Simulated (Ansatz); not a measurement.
# Abstraction of Cl: MgHCl + GeH3 → MgH + GeH3Cl

Species: MgHCl `[MgH][Cl]`, singlet; GeH3 `[GeH3]`, doublet; MgH, doublet; GeH3Cl (chlorogermane) `[Cl][GeH3]`, singlet. A radical takes Cl: the energy is the difference in strength between the Mg–Cl bond broken and the Ge–Cl bond made.

Shapes, held fixed at every level: PBE0-D4/def2-TZVP. Programs: Ansatz 0.2.0. The zero-point and thermal change to 298 K, harmonic and unscaled (PBE0-D4/def2-TZVP), is +2.6 kJ/mol.

```json
{"level": "MP2/def2-SVP", "kind": "perturbation theory", "ΔH(298 K) (kJ/mol)": "+77.3", "less CCSD(T)/def2-TZVPP": "+12.6"}
{"level": "HF/def2-SVP", "kind": "Hartree–Fock", "ΔH(298 K) (kJ/mol)": "+78.9", "less CCSD(T)/def2-TZVPP": "+14.2"}
{"level": "PBE-D4/def2-TZVPP", "kind": "GGA", "ΔH(298 K) (kJ/mol)": "+56.4", "less CCSD(T)/def2-TZVPP": "-8.3"}
{"level": "B3LYP-D4/def2-TZVPP", "kind": "global hybrid", "ΔH(298 K) (kJ/mol)": "+65.3", "less CCSD(T)/def2-TZVPP": "+0.6"}
{"level": "PBE0-D4/def2-TZVPP", "kind": "global hybrid", "ΔH(298 K) (kJ/mol)": "+58.5", "less CCSD(T)/def2-TZVPP": "-6.2"}
{"level": "CCSD/def2-SVP", "kind": "coupled cluster or CI", "ΔH(298 K) (kJ/mol)": "+80.7", "less CCSD(T)/def2-TZVPP": "+16.0"}
{"level": "CCSD/def2-TZVPP", "kind": "coupled cluster or CI", "ΔH(298 K) (kJ/mol)": "+67.3", "less CCSD(T)/def2-TZVPP": "+2.6"}
{"level": "CCSD(T)/def2-TZVPP", "kind": "coupled cluster or CI", "ΔH(298 K) (kJ/mol)": "+64.7", "less CCSD(T)/def2-TZVPP": "0.0"}
```

The highest level, CCSD(T)/def2-TZVPP, gives ΔH(298 K) = +64.7 kJ/mol; the levels span +56.4 to +80.7. The column of differences is taken from that level and isn't an error. No measured value is set beside it here. Open shells run unrestricted. Relativity is left out for Ge. Outer-core shells of Ge, Mg are correlated in most correlated rows, in sets that cover them unevenly.
